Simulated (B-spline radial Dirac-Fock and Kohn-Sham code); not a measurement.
Characteristic X-ray lines: Au²⁴⁺

System: gold as Au²⁴⁺, [Kr] 4d10 4f9.

Method: Dirac-Fock energy differences between relaxed states, corrected for Breit and QED terms. Computed with a B-spline atomic structure program. A line energy is the difference of two single-hole energies; the list is a selection of electric-dipole transitions between resolved j subshells. No correlation.

```
 line  energy (keV)  wavelength (Å)
 K-N3        80.232         0.15453
 K-N2        80.127         0.15473
 K-M3        77.983         0.15899
 K-M2        77.577         0.15982
 K-L3        68.805         0.18020
 K-L2        66.989         0.18508
L1-N3        13.869         0.89396
L1-N2        13.764         0.90076
L2-N4        13.441         0.92246
L2-N1        13.017         0.95246
L3-N5        11.646          1.0646
L3-N4        11.626          1.0665
L1-M3        11.621          1.0669
L2-M4        11.449          1.0829
L1-M2        11.214          1.1056
L3-N1        11.202          1.1068
L2-M1        10.309          1.2027
L3-M5        9.7199          1.2756
L3-M4        9.6341          1.2869
L3-M1        8.4939          1.4597
M3-N5        2.4670          5.0258
M5-N3        1.7074          7.2614
M4-N2        1.6885          7.3427
```
